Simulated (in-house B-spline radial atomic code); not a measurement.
## Zr III (Zr2+): [Ar] 3d10 4s2 (4p1/2)1 (4p3/2)4 (4d5/2)2 (6f5/2)1 (an excited or competing configuration)

Computed with a radial B-spline atomic code at the basis-set limit: Dirac-Hartree-Fock, average of the jj configuration, Fermi nucleus of rms radius 4.2694 fm.

Effective charges: Z_r = [3n² - l(l+1)]/(2<r>) from the radius, Z_e = n√(-2ε) from the energy, and Slater's rules. Values are occupation-weighted means over j. An effective charge above Z reflects the relativistic contraction of the inner shells.

```json
{"shell": "1s", "electrons": "2", "ε (eV)": "-18140", "<r> (bohr)": "0.03705", "Z_r": "40.48", "Z_e": "36.51", "Slater": "39.70"}
{"shell": "2s", "electrons": "2", "ε (eV)": "-2610", "<r> (bohr)": "0.1619", "Z_r": "37.06", "Z_e": "27.70", "Slater": "35.85"}
{"shell": "2p", "electrons": "6", "ε (eV)": "-2325.4", "<r> (bohr)": "0.1416", "Z_r": "35.31", "Z_e": "26.15", "Slater": "35.85"}
{"shell": "3s", "electrons": "2", "ε (eV)": "-483.02", "<r> (bohr)": "0.4551", "Z_r": "29.66", "Z_e": "17.87", "Slater": "28.75"}
{"shell": "3p", "electrons": "6", "ε (eV)": "-387.33", "<r> (bohr)": "0.4594", "Z_r": "27.21", "Z_e": "16.01", "Slater": "28.75"}
{"shell": "3d", "electrons": "10", "ε (eV)": "-229.99", "<r> (bohr)": "0.4505", "Z_r": "23.31", "Z_e": "12.33", "Slater": "18.85"}
{"shell": "4s", "electrons": "2", "ε (eV)": "-93.671", "<r> (bohr)": "1.204", "Z_r": "19.93", "Z_e": "10.50", "Slater": "12.60"}
{"shell": "4p", "electrons": "5", "ε (eV)": "-67.059", "<r> (bohr)": "1.338", "Z_r": "17.19", "Z_e": "8.88", "Slater": "12.60"}
{"shell": "4d", "electrons": "2", "ε (eV)": "-32.682", "<r> (bohr)": "1.799", "Z_r": "11.67", "Z_e": "6.20", "Slater": "4.65"}
{"shell": "6f", "electrons": "1", "ε (eV)": "-3.4915", "<r> (bohr)": "15.41", "Z_r": "3.12", "Z_e": "3.04", "Slater": "3.00"}
```

The least bound orbital is 6f5/2 at -3.491 eV, and it is also the most diffuse (<r> = 15.41 bohr).

For the 1s electron the small component carries 2.12 % of the norm, the zero-frequency Breit interaction raises the level by 33.07 eV, self-energy by 17.92 eV, and vacuum polarisation lowers it by 2 eV.
